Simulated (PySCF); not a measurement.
## Partial charges of tetramethylborate

Species: tetramethylborate, C₄H₁₂B (charge -1).
Geometry (PBE0-D3(BJ)/def2-SVP, Å), atoms numbered from 1 in this order:
```
atom  x, y, z in Å
C1    -0.257   -1.080   -1.223
B2    -0.001    0.001   -0.001
C3     0.088    1.527   -0.626
C4    -1.249   -0.079    1.077
C5     1.414   -0.362    0.767
H6    -1.207   -0.888   -1.764
H7    -0.311   -2.126   -0.857
H8     0.549   -1.055   -1.985
H9     0.253    2.295    0.158
H10   -0.838    1.819   -1.162
H11    0.919    1.637   -1.353
H12   -2.227    0.158    0.609
H13   -1.354   -1.088    1.528
H14   -1.125    0.631    1.920
H15    1.401   -1.375    1.221
H16    2.286   -0.338    0.081
H17    1.643    0.347    1.589
```

Density: PBE0/pcSseg-1 (PySCF); schemes: Mulliken, IAO, Hirshfeld and ESP-fitted. Isolated species at its PBE0-D3(BJ)/def2-SVP geometry, gas phase. The pcSseg-1 basis has no diffuse functions, a weakness for an anion.

Problem. What partial charge does each atom carry?

Solution. In e:

```tsv
atom	environment	Mulliken	IAO	Hirshfeld	ESP-fitted
C1	sp3 carbon bound to boron	-0.453	-0.521	-0.218	-0.630
B2	four-coordinate boron	+0.332	+0.064	+0.010	+1.186
C3	sp3 carbon bound to boron	-0.453	-0.521	-0.218	-0.599
C4	sp3 carbon bound to boron	-0.453	-0.521	-0.218	-0.639
C5	sp3 carbon bound to boron	-0.453	-0.521	-0.218	-0.631
H6	methyl hydrogen	+0.040	+0.085	-0.011	+0.027
H7	methyl hydrogen	+0.040	+0.085	-0.012	+0.028
H8	methyl hydrogen	+0.040	+0.085	-0.011	+0.027
H9	methyl hydrogen	+0.040	+0.085	-0.012	+0.019
H10	methyl hydrogen	+0.040	+0.085	-0.012	+0.020
H11	methyl hydrogen	+0.040	+0.085	-0.012	+0.019
H12	methyl hydrogen	+0.040	+0.085	-0.012	+0.030
H13	methyl hydrogen	+0.040	+0.085	-0.012	+0.030
H14	methyl hydrogen	+0.040	+0.085	-0.012	+0.029
H15	methyl hydrogen	+0.040	+0.085	-0.012	+0.028
H16	methyl hydrogen	+0.040	+0.085	-0.012	+0.027
H17	methyl hydrogen	+0.040	+0.085	-0.011	+0.029
```

Mean size of the charges over all atoms: ESP-fitted 0.235 e, IAO 0.186 e, Mulliken 0.154 e, Hirshfeld 0.060 e. Each set sums to the total charge, -1, to within 0.001 e. The IAO scheme projects the occupied orbitals on a minimal set of polarised atomic orbitals and counts the electrons in each atom's part of it. The Mulliken scheme gives each basis function's population to the atom it is centred on and halves the overlap population of two atoms between them.

Lowest charge. All schemes pick atoms of one kind: Mulliken C1, C3, C4 and C5 (-0.453); IAO C1, C3, C4 and C5 (-0.521); Hirshfeld C1, C3, C4 and C5 (-0.218); ESP-fitted C4 (-0.639).

Highest charge. The schemes don't all agree: Mulliken B2 (+0.332); IAO H6, H7, H8, H9 and 8 more (+0.085); Hirshfeld B2 (+0.010); ESP-fitted B2 (+1.186).

Problem. Sum the charges by element, for elements with more than one atom.

Solution. 
```csv
element,atoms,Mulliken,IAO,Hirshfeld,ESP-fitted
C,4,-1.813,-2.085,-0.871,-2.499
H,12,+0.481,+1.021,-0.139,+0.313
```

Problem. How many electrons does the IAO scheme count on C1?

Solution. Z − q = 6 − (-0.521) = 6.521.

These values come from a run that also computed NMR shieldings. Hardware: one thread, Arm Neoverse V1, no GPU (shared host). Cost: 15 s.
